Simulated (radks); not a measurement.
The bromine ion Br2+, [Ar] 3d10 4s2 4p3. Calculated with a radial shooting solver on a logarithmic mesh with Libxc functionals: non-relativistic Kohn-Sham, LDA (Slater exchange, Perdew-Wang correlation), spin-polarised, spherical densities, point nucleus. Every spin shell is full or empty, so the densities are truly spherical. Functionals are evaluated on that one density, not self-consistently. Rank these orbital-free kinetic functionals by their error against the exact value of the orbitals, and give that value: Thomas-Fermi, TF + vW, TF + vW/5, LC94, revAPBEK, Perdew 92, Thakkar, Pearson, LKT, DePristo-Kress, Ernzerhof.

Answer. Exact: 2567.20 hartree. From best to worst, with 100 (|E| - |E exact|)/|E exact| (equal figures are ties): LC94 +0.01, DePristo-Kress -0.10, revAPBEK +0.30, Ernzerhof -0.40, Thakkar -0.50, Perdew 92 -0.74, Pearson -1.11, TF + vW/5 +3.41, Thomas-Fermi -5.95, LKT +22.00, TF + vW +40.83.
